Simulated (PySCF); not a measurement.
CH₇NOSi.
Numbering: `[NH2:1][CH2:2][SiH2:3][OH:4]` (hydrogens: H5, H6 on N1; H7, H8 on C2; H9, H10 on Si3; H11 on O4)

Method: PBE0-D3(BJ)/def2-SVP geometry optimisation, gas phase (PySCF 2.14.0); density fitting, grid level 1; the optimiser is geomeTRIC in internal coordinates, started from a GFN2-xTB structure with every atom displaced at random (about 0.01 Å).

At the end of the run (lengths in Å): Si3–H9 1.492, N1–C2 1.465, N1–H6 1.018, Si3–O4 1.663, C2–H8 1.103, C2–H7 1.108, N1–H5 1.019, Si3–O4–H11 105.0°, C2–Si3–O4 102.4°, O4–Si3–H9 111.3°, Si3–C2–H7 114.3°, N1–C2–Si3–O4 -35°, H5–N1–C2–Si3 -79°, H7–C2–N1–H5 48°.

Question: These geometries were met on the way; a selection of coordinates is given. Order them by energy above the end point, lowest first.
A. Si3–H9 1.448, N1–C2 1.438, N1–H6 1.043, Si3–O4 1.642, C2–H8 1.085, C2–H7 1.092, N1–H5 1.004, Si3–O4–H11 113.8°, C2–Si3–O4 109.3°, O4–Si3–H9 106.8°, Si3–C2–H7 111.7°, N1–C2–Si3–O4 -40°, H5–N1–C2–Si3 -68°, H7–C2–N1–H5 56°
B. Si3–H9 1.492, N1–C2 1.464, N1–H6 1.018, Si3–O4 1.664, C2–H8 1.104, C2–H7 1.108, N1–H5 1.019, Si3–O4–H11 105.2°, C2–Si3–O4 102.4°, O4–Si3–H9 111.1°, Si3–C2–H7 115.0°, N1–C2–Si3–O4 -36°, H5–N1–C2–Si3 -78°, H7–C2–N1–H5 51°
C. Si3–H9 1.488, N1–C2 1.462, N1–H6 1.019, Si3–O4 1.664, C2–H8 1.104, C2–H7 1.109, N1–H5 1.020, Si3–O4–H11 107.0°, C2–Si3–O4 103.6°, O4–Si3–H9 111.0°, Si3–C2–H7 112.3°, N1–C2–Si3–O4 -39°, H5–N1–C2–Si3 -70°, H7–C2–N1–H5 55°

Answer: B (0.001 eV), C (0.012 eV), A (0.141 eV).

```tsv
step	E above end (eV)	rms distance from the end, all atoms (Å)	largest force (eV/Å)	rms shift of all bonds from the end (Å)
5	0.001	0.023	0.053	0.001
1	0.012	0.086	0.231	0.003
0	0.141	0.158	1.732	0.022
```

Rows stand in the order of the answer.
